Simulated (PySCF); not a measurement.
Work out the structure from these simulated measurements.

Formula: C5H10OSi.

* Dipole: 1.00 D [CAM-B3LYP/def2-SVPD]
* Rotational structure: rotational constants A, B, C: 10.171, 0.709, 0.672 GHz [PBE0-D3(BJ)/def2-SVP]
* 13C NMR: chemical shifts (computed TMS as zero) by class: 146.8 (1 C), 130.5 (1 C), 128.7 (1 C), 112.7 (1 C), 15.8 (1 C) ppm [GIAO PBE0/pcSseg-1]
* 1H NMR: chemical shifts (computed TMS as zero) by class: 6.67 (1 H), 6.10 (1 H), 5.58 (1 H), 5.45 (1 H), 4.93 (3 H), 1.79 (3 H) ppm [GIAO PBE0/pcSseg-1]
* XPS: Si2p3/2 107.7, C1s 289.6, C1s 289.9, C1s 289.9, C1s 290.5, C1s 291.4, O1s 538.3, Si1s 1847.6 eV [ΔSCF SCAN, pcX-2 on the ionised atom, pcseg-1 elsewhere, spin-free X2C, 2p3/2 from a spin–orbit splitting computed afterwards within the 2p shell]
* UV, first state: lowest singlet excitation: 5.32 eV (233 nm, f = 0.854) [TDDFT CAM-B3LYP/def2-SVPD]

Gas-phase values; electronic properties from PySCF, density fitting. Levels stand in brackets. The structure is a single PBE0-D3(BJ)/def2-SVP conformer in the gas phase; no vibrational or solvent corrections. NMR classes are plain means over equivalent atoms (diastereotopic ones count apart unless rotation or inversion swaps them), as if these changed places fast.

Question: Give a SMILES that accounts for the data.

Answer: Numbering: `[CH3:1]/[CH:2]=[CH:3]\[CH:4]=[CH:5]/[O:6][SiH3:7]`. Its formula, C5H10OSi, gives 2 degrees of unsaturation: 0 rings and 2 π bonds in the structure found. 5 carbons fall into 5 classes; from least to most shielded: vinylic carbon bearing oxygen [C5] (146.8 ppm), alkene CH carbon [C2] (130.5 ppm), alkene CH carbon [C3] (128.7 ppm), alkene CH carbon [C4] (112.7 ppm), allylic carbon [C1] (15.8 ppm). Hydrogen classes from least to most shielded: 1 H on an alkene CH carbon, C3 (6.67 ppm), 1 H on a vinylic carbon bearing oxygen, C5 (6.10 ppm), 1 H on an alkene CH carbon, C4 (5.58 ppm), 1 H on an alkene CH carbon, C2 (5.45 ppm), 3 H on an oxygen-bound silicon, Si7 (4.93 ppm), 3 H on an allylic carbon, C1 (1.79 ppm). The core levels belong to: Si2p3/2 107.7 eV, oxygen-bound silicon [Si7]; C1s 289.6 eV, alkene CH carbon [C2]; C1s 289.9 eV, alkene CH carbon [C4]; C1s 289.9 eV, alkene CH carbon [C3]; C1s 290.5 eV, allylic carbon [C1]; C1s 291.4 eV, vinylic carbon bearing oxygen [C5]; O1s 538.3 eV, silyl ether oxygen [O6]; Si1s 1847.6 eV, oxygen-bound silicon [Si7]. The hole state at 289.9 eV has ⟨S²⟩ = 0.85 against 0.75, so that value is less sure. The hole state at 289.9 eV has ⟨S²⟩ = 0.83 against 0.75, so that value is less sure. The hole state at 291.4 eV has ⟨S²⟩ = 0.83 against 0.75, so that value is less sure. The optimised geometry has point group C1 and is an asymmetric top. Structure: `C/C=C\C=C/O[SiH3]`. Computed isomers that give other values at the same levels: `C=COC(=C)C[SiH3]` (lowest singlet excitation: 6.10 eV (203 nm, f = 0.289)). The assignments are read from this structure; whether some other isomer fits the data as well wasn't checked.

Conformer computed: `[CH3:1]/[CH:2]=[CH:3]\[CH:4]=[CH:5]/[O:6][SiH3:7]`: C2–C3–C4–C5 180°, C4–C5–O6–Si7 -168°.
